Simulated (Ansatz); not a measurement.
A structure relaxed at PBE0-D4/def2-SVP in Ansatz, charge 0, singlet:

Cartesian coordinates in Å:
```
Bi 2.134 -0.151 -0.395
H 2.671 0.797 1.037
H 2.397 -1.685 0.508
C -0.081 -0.042 0.243
C -0.877 -1.098 -0.504
C -0.606 1.364 0.019
H -0.069 -0.272 1.319
H -0.511 -2.117 -0.302
H -0.846 -0.940 -1.595
H -1.941 -1.067 -0.207
H -1.666 1.439 0.324
H -0.045 2.116 0.597
H -0.559 1.656 -1.044
```

Problem. Give its formula, name or SMILES and point group.

Solution. BiH2(iPr) (C₃H₉Bi). Point group Cs (tolerance 0.1 Å).

Problem. Summarise the bond lengths by kind (pairs closer than 1.2 times the sum of covalent radii, bridged metal pairs left out).

Solution. 2 × C–C 1.52 Å; 1 × Bi–C 2.31 Å; 7 × C–H 1.10 to 1.11 Å; 2 × Bi–H 1.80 Å.

In the def2 sets Bi takes a core potential; there is no spin–orbit coupling.
